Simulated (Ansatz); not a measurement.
Cost and result for the atomization energy of BH3O2S (`OB(O)S`) (7 atoms, 6 bonds).

Z-matrix (Å, degrees):
```
B
O 1 1.364
S 1 1.829 2 125.5
O 1 1.356 2 119.2 3 -180.0
H 2 0.957 1 115.3 3 -0.0
H 3 1.342 1 96.9 2 0.0
H 4 0.961 1 112.0 2 -0.0
```

The species carries charge 0 and has multiplicity 1. The structure was optimised at the PBE0-D4/def2-TZVP level. It is one conformer, not always the lowest. Program: Ansatz. Hardware: A = 2 threads of an AMD EPYC 7R13 on a shared host; B = 2 threads of an AMD EPYC 7R13 on a shared host and a share of an NVIDIA H100 80 GB. Times are those of one run each, without the atoms' runs, and a repeat can differ threefold. Electronic energies, without spin–orbit coupling; frozen cores. CCSD(T)/CBS extrapolates def2-TZVPP and def2-QZVPP, and its time is that of the two runs behind it. T1 = 0.012. B3LYP takes the VWN-RPA correlation (the form of Gaussian; ORCA's B3LYP/G).

CCSD(T)/CBS is a level of theory with its own doubt, some kJ/mol a heavy atom from the limit and from the frozen cores, so smaller differences don't rank the functionals.

| level | functions | wall time | atomization (kJ/mol) | difference from CCSD(T)/CBS | per bond |
| --- | --- | --- | --- | --- | --- |
| PBE-D4/def2-TZVPP (with forces) [A] | 177 | 2.2 s | 2862.7 | 67.9 | 11.3 |
| CCSD(T)/def2-TZVPP [B] | 177 | 2.7 s | 2714.7 | -80.1 | -13.4 |
| PBE0-D4/def2-TZVPP [A] | 177 | 2.8 s | 2788.4 | -6.4 | -1.1 |
| B3LYP-D4/def2-TZVPP (with forces) [A] | 177 | 3.3 s | 2783.2 | -11.6 | -1.9 |
| B2PLYP/def2-TZVPP [A] | 177 | 3.4 s | 2764.8 | -30.0 | -5.0 |
| r2SCAN-D4/def2-TZVPP (with forces) [A] | 177 | 4.1 s | 2815.0 | 20.2 | 3.4 |
| ωB97X-V/def2-TZVPP [A] | 177 | 5.5 s | 2796.1 | 1.3 | 0.2 |
| ωB97M-V/def2-TZVPP (with forces) [A] | 177 | 6.5 s | 2814.0 | 19.2 | 3.2 |
| CCSD(T)/def2-QZVPP [B] | 331 | 7 s | 2761.9 | -32.9 | -5.5 |
| CCSD(T)/CBS(def2) | – | 9.7 s | 2794.8 | 0.0 | 0.0 |

The D4 term adds +19.0 kJ/mol with B3LYP and +9.7 kJ/mol with PBE0; it sums over pairs of atoms, weighted by their polarisabilities, and B3LYP, whose exchange is more repulsive, gets the larger term. In def2-TZVPP, CCSD(T) changes the Hartree–Fock value by +721.9 kJ/mol (the triples alone add +48.9 kJ/mol) and MP2 by +810.8 kJ/mol; breaking electron pairs costs correlation energy, which Hartree–Fock lacks. From PBE to PBE0 (25 % exact exchange), in def2-TZVPP and without D4, the atomization energy moves by −72.3 kJ/mol: exact exchange takes away binding that semilocal exchange gives to molecules.
